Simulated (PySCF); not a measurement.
Calculated properties of `C1(=N)CCCCC1`

C₆H₁₁N.
Bonds: N1–C2 (double), C2–C3, C3–C4, C4–C5, C5–C6, C6–C7, C2–C7. Hydrogens: H8 on N1; H9, H10 on C3; H11, H12 on C4; H13, H14 on C5; H15, H16 on C6; H17, H18 on C7.

Among its groups: imine.

From PBE0-D3(BJ)/def2-SVP geometry optimisation, gas phase (PySCF):

* Rotational constants A, B, C: 4.193, 2.504, 1.760 GHz

From CAM-B3LYP/def2-SVPD ground state, ΔSCF and vertical TDDFT (core frozen in the response) (PySCF):

- Dipole moment: 2.73 D
- HOMO energy: -8.70 eV
- LUMO energy: 0.93 eV
- HOMO–LUMO gap: 9.63 eV
- Lowest singlet excitation: 5.45 eV (227 nm, f = 0.002)
- Strongest line among the 10 lowest singlet transitions: S3 at 7.81 eV (159 nm, f = 0.244)
- Lowest triplet excitation (Tamm–Dancoff): 4.69 eV
- Static isotropic polarisability: 76.3 au
- Vertical ionisation energy: 9.50 eV
- Electronic spatial extent ⟨r²⟩ about the centre of nuclear charge: 761 bohr²

From PBE0/pcSseg-1 ground state and GIAO shieldings, non-relativistic (PySCF):

* Lowest Hirshfeld atomic charge: -0.25 e on N1
* Highest Hirshfeld atomic charge: +0.10 e on C2/H8
* 13C chemical shifts (computed TMS as zero) by class: 185.7 (C2), 44.9 (C7), 40.1 (C3), 29.9 (C6), 29.8 (C4), 28.0 (C5) ppm
* 1H chemical shifts (computed TMS as zero) by class: 9.22 (H8), 2.21 (H9/H10), 1.96 (H17/H18), 1.58 (H11/H12), 1.52 (H15/H16), 1.44 (H13/H14) ppm
* Isotropic shieldings of nuclei other than C and H, by class: -77 (N1) ppm
* Mayer bond orders between heavy atoms: N1–C2 2.10, C2–C3 0.98, C3–C4 1.02, C4–C5 1.03, C5–C6 1.03, C6–C7 1.02, C7–C2 0.98

**B3LYP/pcJ-1 indirect spin-spin coupling, non-relativistic, gas phase; spin–dipole term left out for some pairs (PySCF)**

- Largest of the computed one-bond spin–spin couplings (means over like bonds): 13C–1H +134.5 (C3–H9 and 1 like it), 13C–1H +133.7 (C6–H15 and 1 like it), 13C–1H +133.6 (C4–H11 and 1 like it), 13C–1H +132.1 (C7–H17 and 1 like it), 13C–1H +131.8 (C5–H13 and 1 like it), 15N–1H -46.5 (N1–H8), 13C–13C +46.4 (C2–C3), 13C–13C +35.9 (C2–C7) Hz

Monoisotopic mass (most abundant isotopes): 97.0891 u.

The ΔSCF ionisation energy exceeds −ε(HOMO) by 0.80 eV with CAM-B3LYP. The polarisability is 11.30 Å³ as a volume (1 au = 0.148185 Å³), or 1.41 au for each of the 54 electrons. S1 lies 4.18 eV below the HOMO–LUMO gap; its leading configuration is HOMO→LUMO, weight 0.64. The rotational constants make it an asymmetric top with κ = (2B − A − C)/(A − C) = -0.39, nearer the prolate limit (−1). The largest Löwdin shares of the HOMO are 0.54 on N1, 0.13 on C2, 0.09 on C7 and 0.08 on H8. No computed singlet falls in the visible range (750 to 380 nm, 1.65 to 3.26 eV); S1 lies 2.19 eV above its blue end.

One conformer (not necessarily the lowest) at the PBE0-D3(BJ)/def2-SVP geometry, without solvent or vibrations. NMR classes are plain means over equivalent atoms (diastereotopic ones count apart unless rotation or inversion swaps them), as if these changed places fast; in this geometry the members of some classes differ.

For the TDDFT job (CAM-B3LYP/def2-SVPD), the run took 2.5 min wall on one thread, Arm Neoverse V1 (shared host).
